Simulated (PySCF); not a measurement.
C5H7F. Atoms are numbered in the order given.

```xyz
13

C     -2.4038    -0.0074     0.0000
C     -1.0761    -0.0921     0.0000
C     -0.0159    -0.0584     1.0889
C      0.9744     0.4104     0.0000
F      2.2085    -0.1942     0.0000
C     -0.0159    -0.0584    -1.0889
H     -2.9706     0.0283     0.9349
H     -2.9706     0.0283    -0.9349
H     -0.1796     0.5835     1.9676
H      0.2624    -1.0721     1.4248
H      1.1232     1.5028     0.0000
H      0.2624    -1.0721    -1.4248
H     -0.1796     0.5835    -1.9676
```
Charge 0, spin multiplicity 1.

The structure is a stationary point at B3LYP-D3(BJ)/def2-SVP.

Method: PBE/def2-TZVP run with PySCF.

Symmetry labels are those of the subgroup Cs that the program uses (full group Cs).

Computed valence orbital energies around the gap with their symmetry:
```
orbital  symmetry  energy (eV)
-------  --------  -----------
HOMO−7         A"       -10.25
HOMO−6         A'       -10.17
HOMO−5         A"        -9.69
HOMO−4         A'        -9.66
HOMO−3         A"        -7.85
HOMO−2         A'        -7.65
HOMO−1         A"        -7.47
HOMO           A'        -6.19
LUMO           A'        -1.07
LUMO+1         A'         0.68
LUMO+2         A'         1.07
LUMO+3         A"         1.59
```
